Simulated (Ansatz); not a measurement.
Reaction (redistribution): `CB(F)[SeH]` + `[Cl][Al]([Cl])[Br]` → `CB(Cl)[SeH]` + `[F][Al]([Cl])[Br]`

Computed with Ansatz on PBE0-D4/def2-TZVP structures; ΔE is electronic, products minus reactants. CBS: MP2 limit from def2 TZ/QZ plus the TZ coupled-cluster correction, frozen cores. DFT in def2-TZVPP. For Br, Se outer-core shells are correlated without core-valence functions, which leaves a few kJ/mol of doubt a bond. Scalar relativity is left out up to krypton. One conformer a species, not always the lowest.

**Question.** Is it downhill or uphill in electronic energy at CCSD(T)/CBS, and by how much? (Best estimate.)

**Answer.** Computed: Uphill: ΔE = +22.5 kJ/mol.

**Question.** What do these levels give: LDA (SPW92), revPBE-D4, BLYP-D4, r2SCANh-D4, BHLYP, SCS-MP2/def2-QZVPP? (An estimate is asked.)

**Answer.** The calculation gave: LDA (SPW92) 27.5, revPBE-D4 21.9, BLYP-D4 23.6, r2SCANh-D4 28.7, BHLYP 33.1, SCS-MP2/def2-QZVPP 20.1 kJ/mol.

**Question.** What do rigid-rotor, harmonic-oscillator terms from PBE0-D4/def2-TZVP frequencies (298.15 K, 1 bar) make of the CCSD(T)/CBS value? (Best estimate.)

**Answer.** Ansatz gave: ΔZPE = -1.0 kJ/mol, ΔH = +21.3 kJ/mol, ΔS = 3 J/(mol·K), ΔG = +20.5 kJ/mol.

Largest T1 diagnostic among the species: 0.011.

Leaving LDA and LC-ωPBE aside and taking each functional with its dispersion term where it has one, the values, not all of them listed here, spread over 9.9 kJ/mol, from revPBE-D4 to BHLYP-D4. At CCSD(T), def2-SVP lies +9.3 kJ/mol from the extrapolated value and def2-TZVPP +2.0 kJ/mol. In def2-TZVPP, CCSD(T) changes the Hartree–Fock value by −16.7 kJ/mol (the triples alone add −2.0 kJ/mol) and MP2 by −21.8 kJ/mol.
